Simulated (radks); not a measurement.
Coulomb parameter of the 4f shell of the praseodymium ion Pr+ in the model configuration [Xe] 4f2 6s1 6p1, as a second difference U = [E(n + 0.5) + E(n - 0.5) - 2 E(n)] / (0.5)^2 with all orbitals relaxed. "Bare": the charge of the atom changes with n. "Screened": the 6p shell takes up the change at fixed total charge, which measures U(4f,4f) + U(6p,6p) - 2 U(4f,6p). Calculated with a radial shooting solver on a logarithmic mesh with Libxc functionals: scalar-relativistic Kohn-Sham, r2SCAN, spin-unpolarised, spherical densities, finite nucleus; meta-GGA in the generalised Kohn-Sham scheme; Fermi nuclear charge, rms radius 4.8919 fm.

| case | configuration | E - E(n) (eV) |
|---|---|---|
| start | [Xe] 4f2 6s1 6p1 | 0.000 |
| bare +0.5 | [Xe] 4f2.5 6s1 6p1 | -5.833 |
| bare -0.5 | [Xe] 4f1.5 6s1 6p1 | 9.625 |
| screened +0.5 | [Xe] 4f2.5 6s1 6p0.5 | -3.355 |
| screened -0.5 | [Xe] 4f1.5 6s1 6p1.5 | 5.380 |

U(bare) = 15.169 eV, U(screened by 6p) = 8.101 eV, against the Slater integral F0(4f,4f) = 24.700 eV with frozen orbitals.
